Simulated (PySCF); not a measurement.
# Calculated NMR parameters of C[SiH2][C@H](F)C#C[SiH3]

| Property | Result |
| --- | --- |
| Formula | C4H9FSi2 |
| SMILES | C[SiH2][C@H](F)C#C[SiH3] |
| Point group of the computed structure | C1 |
| Degrees of unsaturation | 2 |
| Carbon signals | 4 |
| Proton signals | 5 |

Numbering as in the mapped SMILES `[CH3:1][SiH2:2][C@H:3]([F:4])[C:5]#[C:6][SiH3:7]`; H(Xn) means a hydrogen on atom n. Ha(Si2) is pro-R; Hb(Si2) is pro-S.

- geometry from GFN2-xTB
- shieldings: GIAO PBE0/pcSseg-1
- program: PySCF 2.14.0 with density-fitted response routines
- relativity neglected, fast rotation and ring inversion assumed for equivalent nuclei, one computed conformer, gas phase

Scale: ¹H (σref 31.72), ¹³C (σref 186.93), ²⁹Si (σref 349.16) vs TMS; ¹⁹F (σref 170.95) vs CFCl3 (reference shieldings calculated alike).

| carbon | δC, type | δH (multiplicity) | HMBC from (2–3 bonds) | span of the C tensor (ppm) |
| --- | --- | --- | --- | --- |
| C1 | -8.4, CH3 | 0.24 (m) | H(C3), Ha(Si2), Hb(Si2) | 8 |
| C3 | 80.7, CH | 5.49 (m) | Ha(Si2), Hb(Si2), H(C1) | 108 |
| C5 | 113.6, C | – | H(C3), Ha(Si2), H(Si7), Hb(Si2) | 310 |
| C6 | 95.6, C | – | H(C3), H(Si7) | 210 |

Other nuclei:
```tsv
atoms	nucleus	environment	δ (ppm)	σ (ppm)
Ha(Si2)	¹H	hydrogen on a silicon bonded to 2 C	4.40	27.31
H(Si7)	¹H	hydrogen on a silicon bonded to C	4.33	27.38
Hb(Si2)	¹H	hydrogen on a silicon bonded to 2 C	4.26	27.45
F4	¹⁹F	fluorine on an sp3 carbon	-249.5	420.4
Si2	²⁹Si	silicon bonded to 2 C, 2 H	-38.0	387.1
Si7	²⁹Si	silicon bonded to C, 3 H	-98.9	448.1
```

- Carbon types of the structure: 2 × C, 1 × CH, 1 × CH3, leaving 5 H on heteroatoms.
- δC 113.6, 95.6: alkyne carbon.
- δC 80.7: propargylic sp3 CH bonded to F and Si; the inductive effect lowers its shielding.
- δC -8.4: methyl carbon bonded to Si; an electropositive neighbour leaves it electron-rich and shielded.
- δH 5.49: hydrogen on a propargylic sp3 CH bonded to F and Si; its carbon carries F, which withdraws density.
- δH 0.24: hydrogen on a methyl carbon bonded to Si; an electropositive neighbour shields it, as in TMS itself.

Splittings by ¹⁹F in the carbon and heteronuclear signals aren't shown, as no couplings were computed. Shifts are as computed. Against solution values, carbons near 30 ppm lie about +3 ppm off and those near 130 ppm about +5 ppm. Of 1309 compounds with measured shifts, 239 miss one by over three times the rms of a fit or turn the order of signals round; such compounds aren't used in these exercises. Unscaled 19F shifts against computed CFCl3 carry errors that often reach 10 to 50 ppm. No couplings were computed; multiplicities are counted from neighbouring protons, with m where these are inequivalent, close in shift, in a saturated or five-membered ring or joined by F or P, and br s for small geminal =CH2 splittings.
